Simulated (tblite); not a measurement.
C6H9ClOSi.
Z-matrix (Å and degrees, GFN2-xTB geometry), rows numbered from 1:
```
O 
C   1  1.2019
C   2  1.4815  1  125.90
C   3  1.4952  2  113.65  1    19.66
C   4  1.3250  3  122.36  2  -172.81
C   5  1.4999  4  121.98  3     2.48
C   6  1.5395  5  110.75  4    57.67
Si  7  1.9059  6  111.53  5   -53.32
Cl  8  2.0083  3  110.66  2    44.70
H   2  1.1105  1  120.79  3  -177.96
H   3  1.0940  2  109.15  1   143.55
H   4  1.0800  3  115.87  2     6.37
H   5  1.0796  4  120.47  3  -178.81
H   6  1.0908  5  110.21  4   179.11
H   6  1.0942  5  109.68  4   -62.53
H   7  1.0897  6  109.25  5  -176.66
H   7  1.0913  6  108.48  5    67.58
H   8  1.4648  3  108.72  2   -76.10
```

Computed with GFN2-xTB (tblite): harmonic, unscaled wavenumbers at the GFN2-xTB geometry, gas phase. The method is semi-empirical: single wavenumbers can be off by several per cent or more. Modes of hydrogen on silicon can be 10 to 20 % off. One conformer, not necessarily the lowest.

Harmonic wavenumbers (cm⁻¹): 43.2, 68.2, 132.2, 138.5, 203.3, 212.5, 264.0, 298.8, 365.1, 437.1, 510.8, 608.2, 624.6, 632.2, 656.6, 693.3, 727.6, 779.0, 804.0, 896.0, 901.7, 948.1, 960.5, 1009.9, 1063.0, 1068.4, 1102.7, 1132.9, 1176.5, 1221.6, 1251.3, 1278.9, 1315.1, 1346.8, 1391.7, 1468.1, 1491.4, 1701.9, 1759.1, 2238.1, 2722.9, 2919.5, 2940.6, 2979.5, 2991.2, 2999.3, 3076.4, 3090.3.

A = 1401, B = 1160, C = 759.7 MHz; mass 160.011 u (most abundant isotopes); point group C1, symmetry number 1.

Problem. Zero-point energy?

Solution. Half the sum of the wavenumbers: 29321 cm⁻¹ = 350.76 kJ/mol.

Problem. Entropy at 298.15 K, 1 bar (ideal gas, RRHO, classical rotation)?

Solution. Translation 172.15, rotation 125.29, vibration 119.36: S = 416.8 J/(mol K).

Problem. And Cp and H(298.15 K) − H(0)?

Solution. Cp = 161.19 J/(mol K), of which vibrations give 127.93 (their classical limit is 48 R = 399.1); H(298.15 K) − H(0) = 28.82 kJ/mol without the zero-point energy, 18.90 from vibrations.

Problem. How do the functions run with temperature in this model?

Solution. 
```tsv
T (K)	S (J/(mol K))	Cp (J/(mol K))	H − H(0) (kJ/mol)	G − H(0) (kJ/mol)	ln q(vib)
50	251.0	53.9	2.09	-10.46	0.54
100	295.7	77.0	5.38	-24.20	1.70
373.15	456.4	192.4	42.10	-128.20	8.65
500	519.1	236.8	69.44	-190.13	11.89
750	627.5	296.8	136.75	-333.87	18.08
1000	718.5	334.8	216.03	-502.43	23.81
```

q(vib) and H(0) count from the zero-point level.

Problem. Which modes carry the vibrational entropy at 298.15 K?

Solution. 43.2 cm⁻¹: 21.37; 68.2 cm⁻¹: 17.59; 132.2 cm⁻¹: 12.19; 138.5 cm⁻¹: 11.82; 203.3 cm⁻¹: 8.80; 212.5 cm⁻¹: 8.46 J/(mol K); the other 42 give 39.13 together.

Problem. Blend soft modes into free rotors: weight 1/[1 + (100 cm⁻¹/ν̃)⁴] for the oscillator and the rest for a rotor with moment μB/(μ + B), μ = h/(8π²ν), B = 10⁻⁴⁴ kg m². What vibrational entropy results?

Solution. 109.78 J/(mol K) in place of 119.36, which changes −T·S at 298.15 K by +2.86 kJ/mol.

Hindered rotation and anharmonicity are outside this model. Other conformers, if any are populated, would add a mixing term that is left out. The structure is chiral; the term R ln 2 for an equal mix with its mirror image is left out.

The run took 2.6 s wall on an Intel Xeon at 2.50 GHz with one thread, no GPU (shared host). The figure is for the frequency step alone.
